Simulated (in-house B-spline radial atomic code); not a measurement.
Configurations of Mn, with energies counted from [Ar] 3d5 4s2. Level of theory: scalar-relativistic (X2C) LC-wPBE, spin-polarised, spherical fractional occupations, Fermi nucleus of rms radius 3.7057 fm; calculated with an all-electron radial atomic-structure program (B-spline basis). Caution: exact exchange at fractional occupations of open shells leaves self-interaction of up to several eV. Shells without spins written out take the highest spin.

Occupations are held fixed; configurations that lie above the ionisation limit could autoionise.

```json
{"configuration": "[Ar] 3d(0 up, 5 down) 4s(0 up, 1 down) 4f(0 up, 1 down)", "E - E(ref) (eV)": "6.5138", "highest orbital": "4f down", "its <r> (bohr)": "26.03"}
{"configuration": "[Ar] 3d5 4s1 5f1", "E - E(ref) (eV)": "6.6558", "highest orbital": "5f up", "its <r> (bohr)": "42.01"}
{"configuration": "[Ar] 3d4 4s2 4p1", "E - E(ref) (eV)": "14.722", "highest orbital": "4p up", "its <r> (bohr)": "3.978"}
{"configuration": "[Ar] 3d4 4s2 5s1", "E - E(ref) (eV)": "16.053", "highest orbital": "5s up", "its <r> (bohr)": "8.086"}
{"configuration": "[Ar] 3d(1 up, 3 down) 4s2 5d(1 up, 0 down)", "E - E(ref) (eV)": "27.627", "highest orbital": "5d up", "its <r> (bohr)": "26.51"}
{"configuration": "[Ne] 3s2 3p(2 up, 3 down) 3d(0 up, 5 down) 4s2 4d(0 up, 1 down)", "E - E(ref) (eV)": "60.479", "highest orbital": "4d down", "its <r> (bohr)": "14.21"}
```

(1) Order these further configurations by energy, lowest first.
A. [Ar] 3d(3 up, 2 down) 4s2
B. [Ar] 3d5 4s1 5p1
C. [Ne] 3s2 3p5 3d5 4s2 5d1
D. [Ne] 3s2 3p5 3d5 4s2 5f1
E. [Ar] 3d(5 up, 0 down) 4s(0 up, 1 down) 5f(1 up, 0 down)

(2) How far above the reference does [Ar] 3d5 4s1 4p1 lie?

(3) How far above the reference does [Ar] 3d(1 up, 4 down) 4s2 lie?

## Answers

(1) B (5.7615 eV), E (7.8591 eV), A (17.712 eV), C (60.821 eV), D (61.044 eV).

(2) 3.534 eV; its least bound orbital is 4p up with <r> = 4.425 bohr.

(3) 11.759 eV; its least bound orbital is 3d up with <r> = 1.378 bohr.
